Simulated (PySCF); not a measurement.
C4H13NSi, SMILES CCN[C@H](C)[SiH3]. Atoms are numbered in the order given.

```xyz
19

C     -2.8338    -0.2452     0.7191
C     -1.3604    -0.5958     0.5507
N     -0.7935     0.1026    -0.5938
C      0.6531    -0.0049    -0.8011
C      1.2224    -1.4338    -0.8408
Si     1.5708     1.1533     0.4115
H     -3.2658    -0.7530     1.5956
H     -2.9605     0.8415     0.8393
H     -3.4170    -0.5553    -0.1649
H     -0.8050    -0.2881     1.4527
H     -1.2517    -1.7011     0.4931
H     -1.2880    -0.1793    -1.4406
H      0.8529     0.4627    -1.7830
H      2.2855    -1.4296    -1.1299
H      1.1480    -1.9368     0.1367
H      0.6760    -2.0521    -1.5746
H      1.3561     0.7587     1.8357
H      3.0404     1.0888     0.1426
H      1.1054     2.5566     0.2252
```

Coordinates come from a B3LYP-D3(BJ)/def2-SVP optimisation. The structure was generated by enumeration; whether it is a known compound was not checked. Other conformers were not sampled.

Level of theory: PySCF with PBE/pcSseg-1.

GIAO shieldings, no solvent; atoms listed in one row are averaged. δ = σ(ref) − σ: ¹³C against TMS (σ = 182.0 ppm); ¹⁵N against NH3 (σ = 267.0 ppm); ²⁹Si against TMS (σ = 335.4 ppm); ¹H against TMS (σ = 31.49 ppm), references at their B3LYP-D3(BJ)/def2-TZVP geometries, non-relativistic.

Computed chemical shifts:
```
nucleus          atoms  count  δ (ppm)
-------  -------------  -----  -------
¹³C                 C4      1     46.9
¹³C                 C2      1     44.3
¹³C                 C5      1     22.2
¹³C                 C1      1     20.8
¹⁵N                 N3      1     75.9
²⁹Si               Si6      1    -72.4
¹H       H17, H18, H19      3     4.20
¹H                 H11      1     3.35
¹H                 H13      1     3.35
¹H                 H10      1     2.80
¹H       H14, H15, H16      3     1.60
¹H          H7, H8, H9      3     1.41
¹H                 H12      1     0.46
```
